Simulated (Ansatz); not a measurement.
Consider the ligand exchange at the Si–S bond: `O[SiH2]S[SiH3]` + `O[Si](O)(O)S` → `O[SiH2]S[Si](O)(O)O` + `[SiH3]S`.

Isolated molecules relaxed with PBE0-D4/def2-TZVP in Ansatz; ΔE leaves out vibrations. CCSD(T)/CBS is the MP2 limit (def2-TZVPP, def2-QZVPP) plus CCSD(T) − MP2 in def2-TZVPP, frozen cores. DFT in def2-TZVPP. Each species was taken in one conformer, which may not be the lowest.

`O[SiH2]S[SiH3]`:

Z-matrix (Å, degrees):
```
Si
S 1 2.133
O 1 1.643 2 112.7
H 1 1.484 2 104.2 3 122.4
H 1 1.478 2 111.2 3 -117.0
Si 2 2.142 1 97.8 3 56.4
H 3 0.959 1 117.4 2 55.1
H 6 1.485 2 110.0 1 38.0
H 6 1.483 2 106.7 1 157.7
H 6 1.484 2 111.2 1 -83.2
```

`O[Si](O)(O)S`:

Cartesian coordinates in Å:
```
O -1.598 -0.128 -0.014
Si 0.030 -0.096 0.000
O 0.495 -0.157 -1.562
O 0.756 -1.355 0.748
S 0.610 1.642 1.074
H -2.003 -0.603 -0.744
H 1.429 -0.276 -1.740
H 0.642 -1.427 1.697
H -0.361 2.401 0.541
```

`O[SiH2]S[Si](O)(O)O`:

```xyz
13

O    -0.306   -0.101    1.929
Si   -1.720   -0.097    1.080
S    -1.344   -0.243   -1.023
Si    0.758    0.152   -0.932
O     1.315    0.210   -2.456
O     1.511   -1.083   -0.154
O     1.118    1.524   -0.145
H     0.339   -0.780    1.694
H    -2.603   -1.233    1.440
H    -2.364    1.190    1.421
H     0.940    0.857   -3.054
H     1.479   -1.939   -0.587
H     0.877    1.543    0.786
```

`[SiH3]S`:

Z-matrix (Å, degrees):
```
Si
S 1 2.137
H 1 1.485 2 111.6
H 1 1.485 2 111.6 3 -122.0
H 1 1.482 2 104.8 3 119.0
H 2 1.344 1 94.7 3 60.9
```

(1) Is it downhill or uphill in electronic energy at CCSD(T)/CBS, and by how much? (An estimate is asked.)

(2) What do these levels give: ωB97X-V, ωB97M-V, B2PLYP, PBE, r2SCAN, PBE0, HF/def2-TZVPP, MP2/def2-TZVPP, HF/def2-QZVPP, MP2/def2-QZVPP, SCS-MP2/def2-QZVPP, MP2/CBS(def2)? (Estimate.)

Largest T1 diagnostic among the species: 0.012.

Answers

(1) The calculation gave: Downhill: ΔE = -4.5 kJ/mol.

(2) Ansatz gave: ωB97X-V -5.8, ωB97M-V -7.2, B2PLYP -2.6, PBE -3.4, r2SCAN -6.4, PBE0 -3.1, HF/def2-TZVPP 4.6, MP2/def2-TZVPP -5.1, HF/def2-QZVPP 4.9, MP2/def2-QZVPP -4.3, SCS-MP2/def2-QZVPP -2.3, MP2/CBS(def2) -4.0 kJ/mol.

The D4 term adds −6.5 kJ/mol with B3LYP and −3.6 kJ/mol with PBE0; it sums over pairs of atoms, weighted by their polarisabilities, and B3LYP, whose exchange is more repulsive, gets the larger term. In def2-TZVPP, CCSD(T) changes the Hartree–Fock value by −10.2 kJ/mol (the triples alone add −2.2 kJ/mol) and MP2 by −9.7 kJ/mol.

B3LYP here is the variant with VWN-RPA as its local correlation; programs differ in this.
